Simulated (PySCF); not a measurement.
Excitation energy of Se⁺ by level of theory

Se⁺ [Ar] 3d10 4s2 4p3 (4S) → Se⁺ [Ar] 3d10 4s2 4p2 5s1 (4P), as a difference of total energies. All numbers are calculated (PySCF 2.14, scalar relativity through the core potential, in aug-cc-pVQZ-PP with ECP10MDF (7s6p5d3f2g, 89 functions)). Correlated levels: valence: 3s2 3p6 3d10 frozen. The calculations carry no spin-orbit coupling.

```tsv
method	excitation energy (cm⁻¹)	error (cm⁻¹)
UHF	95595	-1872
LDA	93952	-3515
PBE	93512	-3954
PBE0	95392	-2074
r2SCAN	98380	+914
LC-wPBE	97501	+34
BLYP	92460	-5006
wB97X-V	95512	-1955
revPBE	93682	-3785
MP2 (valence)	97253	-213
SCS-MP2 (valence)	96855	-612
```

Reference: 97467 cm⁻¹ (measured; NIST levels, between the centres of gravity of the two terms).

Errors of the correlated levels include the incompleteness of this basis and the frozen core.
